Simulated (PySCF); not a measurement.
MoF3H3, SMILES [F][MoH3]([F])[F], multiplicity 1.

The structure is a stationary point at B3LYP-D3(BJ)/def2-SVP. The spin state was assumed, not searched. The structure was generated by enumeration; whether it is a known compound was not checked. The def2 effective core potentials stand for the cores of Mo; spin–orbit coupling is left out.

Calculation: HF/def2-TZVPD (PySCF).

Gas-phase values at a fixed geometry.

The total energy is -367.70337 hartree, the point group is C3v and the highest occupied level is -12.65 eV. The lowest empty level comes out as 0.63 eV and the orbital gap is 13.27 eV. The dipole moment is 0.25 D, the quadrupole, principal values (traceless, Buckingham form, about the centre of nuclear charge) is -4.67, -4.67, 9.34 D·Å and the mean static polarisability comes out as 40.7 bohr³ (6.03 Å³). The polarisability, principal values is 39.5, 41.3, 41.3 bohr³.
